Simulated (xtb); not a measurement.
xtb input (GFN2-xTB):

```bash
xtb mol.xyz --gfn 2 --sp --chrg -1 --uhf 0
```
mol.xyz:
```
2

Sr    -0.00000000    -0.00000000    -0.80322820
Cl     0.00000000     0.00000000     1.79545126
```

Output:

```
           -------------------------------------------------
          |                Calculation Setup                |
           -------------------------------------------------

           -------------------------------------------------
          |                 G F N 2 - x T B                 |
           -------------------------------------------------

        Reference                      10.1021/acs.jctc.8b01176
      * Hamiltonian:
        H0-scaling (s, p, d)           1.850000    2.230000    2.230000
        zeta-weighting                 0.500000
      * Dispersion:
        s8                             2.700000
        a1                             0.520000
        a2                             5.000000
        s9                             5.000000
      * Repulsion:
        kExp                           1.500000    1.000000
        rExp                           1.000000
      * Coulomb:
        alpha                          2.000000
        third order                    shell-resolved
        anisotropic                    true
        a3                             3.000000
        a5                             4.000000
        cn-shift                       1.200000
        cn-exp                         4.000000
        max-rad                        5.000000

          ...................................................
          :                      SETUP                      :
          :.................................................:
          :  # basis functions                  20          :
          :  # atomic orbitals                  18          :
          :  # shells                            6          :
          :  # electrons                        10          :
          :  max. iterations                   250          :
          :  Hamiltonian                  GFN2-xTB          :
          :  restarted?                      false          :
          :  GBSA solvation                  false          :
          :  PC potential                    false          :
          :  electronic temp.          300.0000000     K    :
          :  accuracy                    1.0000000          :
          :  -> integral cutoff          0.2500000E+02      :
          :  -> integral neglect         0.1000000E-07      :
          :  -> SCF convergence          0.1000000E-05 Eh   :
          :  -> wf. convergence          0.1000000E-03 e    :
          :  Broyden damping             0.4000000          :
          :  net charge                         -1          :
          :  unpaired electrons                  0          :
          ...................................................

 iter      E             dE          RMSdq      gap      omega  full diag
   1     -5.2276129 -0.522761E+01  0.721E+00    3.36       0.0  T
   2     -5.2573959 -0.297830E-01  0.117E+01    4.39       1.0  T
   3     -5.2568875  0.508386E-03  0.125E+01    4.36       1.0  T
   4     -5.2632862 -0.639867E-02  0.869E+00    4.67       1.0  T
   5     -5.2647416 -0.145541E-02  0.310E+00    4.47       1.0  T
   6     -5.2649269 -0.185328E-03  0.730E-01    4.45       1.0  T
   7     -5.2651418 -0.214842E-03  0.308E-01    4.35       1.0  T
   8     -5.2651772 -0.354680E-04  0.749E-02    4.37       1.0  T
   9     -5.2651787 -0.147256E-05  0.782E-02    4.38       1.0  T
  10     -5.2651788 -0.782582E-07  0.579E-03    4.38      12.2  T
  11     -5.2651788 -0.430998E-09  0.153E-03    4.38      46.2  T
  12     -5.2651788 -0.982068E-10  0.582E-04    4.38     121.5  T
  13     -5.2651788 -0.768186E-11  0.479E-05    4.38    1475.3  T

   *** convergence criteria satisfied after 13 iterations ***

         #    Occupation            Energy/Eh            Energy/eV
      -------------------------------------------------------------
         1        2.0000           -0.7968722             -21.6840
         2        2.0000           -0.1906188              -5.1870
         3        2.0000           -0.1895788              -5.1587
         4        2.0000           -0.1895788              -5.1587
         5        2.0000           -0.0116639              -0.3174 (HOMO)
         6                          0.1493699               4.0646 (LUMO)
         7                          0.1493699               4.0646
         8                          0.1917437               5.2176
         9                          0.1917437               5.2176
        10                          0.1933031               5.2600
       ...                                ...                  ...
        18                          0.6620360              18.0149
      -------------------------------------------------------------
                  HL-Gap            0.1610339 Eh            4.3820 eV
             Fermi-level            0.0688530 Eh            1.8736 eV

 SCC (total)                   0 d,  0 h,  0 min,  0.003 sec
 SCC setup                      ...        0 min,  0.000 sec (  3.669%)
 Dispersion                     ...        0 min,  0.000 sec (  0.963%)
 classical contributions        ...        0 min,  0.000 sec (  0.680%)
 integral evaluation            ...        0 min,  0.001 sec ( 15.210%)
 iterations                     ...        0 min,  0.002 sec ( 58.834%)
 molecular gradient             ...        0 min,  0.001 sec ( 17.375%)
 printout                       ...        0 min,  0.000 sec (  2.883%)

         :::::::::::::::::::::::::::::::::::::::::::::::::::::
         ::                     SUMMARY                     ::
         :::::::::::::::::::::::::::::::::::::::::::::::::::::
         :: total energy              -5.263836359560 Eh    ::
         :: gradient norm              0.025043219237 Eh/a0 ::
         :: HOMO-LUMO gap              4.381954344668 eV    ::
         ::.................................................::
         :: SCC energy                -5.265178796601 Eh    ::
         :: -> isotropic ES            0.163519708421 Eh    ::
         :: -> anisotropic ES         -0.027213413628 Eh    ::
         :: -> anisotropic XC         -0.028248336504 Eh    ::
         :: -> dispersion             -0.001349240509 Eh    ::
         :: repulsion energy           0.001342437041 Eh    ::
         :: add. restraining           0.000000000000 Eh    ::
         :: total charge              -1.000000000000 e     ::
         :::::::::::::::::::::::::::::::::::::::::::::::::::::

           -------------------------------------------------
          |                Property Printout                |
           -------------------------------------------------

    * Orbital Energies and Occupations

         #    Occupation            Energy/Eh            Energy/eV
      -------------------------------------------------------------
         1        2.0000           -0.7968722             -21.6840
         2        2.0000           -0.1906188              -5.1870
         3        2.0000           -0.1895788              -5.1587
         4        2.0000           -0.1895788              -5.1587
         5        2.0000           -0.0116639              -0.3174 (HOMO)
         6                          0.1493699               4.0646 (LUMO)
         7                          0.1493699               4.0646
         8                          0.1917437               5.2176
         9                          0.1917437               5.2176
        10                          0.1933031               5.2600
        11                          0.2466407               6.7114
        12                          0.2466407               6.7114
        13                          0.3289030               8.9499
        14                          0.3289030               8.9499
        15                          0.3298904               8.9768
Note: The following floating-point exceptions are signalling: IEEE_UNDERFLOW_FLAG IEEE_DENORMAL
normal termination of xtb
        16                          0.3299695               8.9789
       ...                                ...                  ...
        18                          0.6620360              18.0149
      -------------------------------------------------------------
                  HL-Gap            0.1610339 Eh            4.3820 eV
             Fermi-level            0.0688530 Eh            1.8736 eV

     #   Z          covCN         q      C6AA      α(0)
     1  38 Sr       0.689    -0.035  2417.814   201.638
     2  17 Cl       0.689    -0.965   133.713    17.685

 Mol. C6AA /au·bohr⁶  :       3372.442547
 Mol. C8AA /au·bohr⁸  :     630975.429986
 Mol. α(0) /au        :        219.323261

Wiberg/Mayer (AO) data.
largest (>0.10) Wiberg bond orders for each atom

 ---------------------------------------------------------------------------
     #   Z sym  total        # sym  WBO       # sym  WBO       # sym  WBO
 ---------------------------------------------------------------------------
     1  38 Sr   0.070
     2  17 Cl   0.070
 ---------------------------------------------------------------------------

molecular dipole:
                 x           y           z       tot (Debye)
 q only:        0.000       0.000      -3.220
   full:       -0.000       0.000      -0.549       1.397
molecular quadrupole (traceless):
                xx          xy          yy          xz          yz          zz
 q only:        5.594       0.000       5.594       0.000       0.000     -11.188
  q+dip:        8.356       0.000       8.356       0.000      -0.000     -16.711
   full:        8.760      -0.000       8.760       0.000      -0.000     -17.521

           -------------------------------------------------
          | TOTAL ENERGY               -5.263836359560 Eh   |
          | GRADIENT NORM               0.025043219237 Eh/α |
          | HOMO-LUMO GAP               4.381954344668 eV   |
           -------------------------------------------------

------------------------------------------------------------------------
------------------------------------------------------------------------
 total:
 SCF:
```

This state (charge -1, singlet) is run at the relaxed geometry of the species with charge 0 and multiplicity 2.
